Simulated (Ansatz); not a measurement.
Geometry optimisation, RKS PBE-D4/cc-pVDZ (Ansatz).

The input (input.yaml):

```yaml
crystal:
  periodic: [false, false, false]
  atoms:
    - { symbol: "N", position_ang: [-0.916, -0.8392, -1.3258] }
    - { symbol: C, position_ang: [0.1585, -0.0762, -0.7545] }
    - { symbol: S, position_ang: [1.3044, -1.2533, -0.0096] }
    - { symbol: Si, position_ang: [0.8636, -0.0694, 1.6507] }
    - { symbol: B, position_ang: [-0.3494, 0.8973, 0.4235] }
    - { symbol: Cl, position_ang: [-1.5027, 2.3523, 0.5737] }
    - { symbol: H, position_ang: [-0.5622, -1.4293, -2.073] }
    - { symbol: H, position_ang: [-1.5351, -0.0858, -1.8402] }
    - { symbol: H, position_ang: [0.6878, 0.5435, -1.4896] }
    - { symbol: H, position_ang: [0.0249, -0.8327, 2.6805] }
    - { symbol: H, position_ang: [1.8917, 0.7358, 2.1848] }
basis:
  gaussian: { orbitals: cc-pVDZ }
hamiltonian:
  xc: pbe
  dispersion: d4
relax:
  f_tol: 0.02
  max_steps: 50
```

Launched with:

```bash
$ ansatz run input.yaml --threads 2 --pin off --max-ram 3072MiB --backend cpu --events-out ev --progress --plain --runs-dir out
```

Problem. Where does it end, and by what steps?

Solution. The run converged. After 23 steps the energy has fallen by 1.556 eV; H7 moved furthest, 1.31 Å. Joined: N1–B5.

```json
{"step": "0", "energy less start (eV)": "0.0000", "largest force component (eV/Å)": "2.748", "accepted": "yes"}
{"step": "1", "energy less start (eV)": "-0.8212", "largest force component (eV/Å)": "0.878", "accepted": "yes"}
{"step": "2", "energy less start (eV)": "-0.9532", "largest force component (eV/Å)": "0.351", "accepted": "yes"}
{"step": "3", "energy less start (eV)": "-0.9650", "largest force component (eV/Å)": "0.168", "accepted": "yes"}
{"step": "4", "energy less start (eV)": "-0.9692", "largest force component (eV/Å)": "0.079", "accepted": "yes"}
{"step": "5", "energy less start (eV)": "-0.9706", "largest force component (eV/Å)": "0.060", "accepted": "yes"}
{"step": "6", "energy less start (eV)": "-0.9716", "largest force component (eV/Å)": "0.023", "accepted": "yes"}
{"step": "7", "energy less start (eV)": "-0.9733", "largest force component (eV/Å)": "0.068", "accepted": "yes"}
{"step": "8", "energy less start (eV)": "-0.9788", "largest force component (eV/Å)": "0.108", "accepted": "yes"}
{"step": "9", "energy less start (eV)": "-0.9896", "largest force component (eV/Å)": "0.192", "accepted": "yes"}
{"step": "10", "energy less start (eV)": "-1.0082", "largest force component (eV/Å)": "0.318", "accepted": "yes"}
{"step": "11", "energy less start (eV)": "-1.0365", "largest force component (eV/Å)": "0.396", "accepted": "yes"}
{"step": "12", "energy less start (eV)": "-1.0742", "largest force component (eV/Å)": "0.404", "accepted": "yes"}
{"step": "13", "energy less start (eV)": "-1.1416", "largest force component (eV/Å)": "0.328", "accepted": "yes"}
{"step": "14", "energy less start (eV)": "-1.2196", "largest force component (eV/Å)": "0.699", "accepted": "yes"}
{"step": "15", "energy less start (eV)": "-1.3501", "largest force component (eV/Å)": "0.756", "accepted": "yes"}
{"step": "16", "energy less start (eV)": "-1.4977", "largest force component (eV/Å)": "0.996", "accepted": "yes"}
{"step": "17", "energy less start (eV)": "-1.4353", "largest force component (eV/Å)": "2.091", "accepted": "no"}
{"step": "18", "energy less start (eV)": "-1.5372", "largest force component (eV/Å)": "0.430", "accepted": "yes"}
{"step": "19", "energy less start (eV)": "-1.5538", "largest force component (eV/Å)": "0.210", "accepted": "yes"}
{"step": "20", "energy less start (eV)": "-1.5479", "largest force component (eV/Å)": "0.227", "accepted": "no"}
{"step": "21", "energy less start (eV)": "-1.5560", "largest force component (eV/Å)": "0.030", "accepted": "yes"}
{"step": "22", "energy less start (eV)": "-1.5562", "largest force component (eV/Å)": "0.031", "accepted": "yes"}
{"step": "23", "energy less start (eV)": "-1.5564", "largest force component (eV/Å)": "0.007", "accepted": "yes"}
```

```xyz
11
Properties=species:S:1:pos:R:3
N -0.872 -0.396 -0.971
C 0.533 0.190 -1.013
S 1.699 -0.974 -0.220
Si 0.610 -0.221 1.590
B -0.443 0.709 0.136
Cl -1.447 2.218 0.111
H -0.937 -1.413 -0.818
H -1.511 -0.045 -1.697
H 0.819 0.607 -1.993
H 0.084 -1.352 2.451
H 1.531 0.620 2.445
```

The run took 98 s on 2 threads of Arm Neoverse V1, with other jobs on the host, peak memory 0.22 GiB.
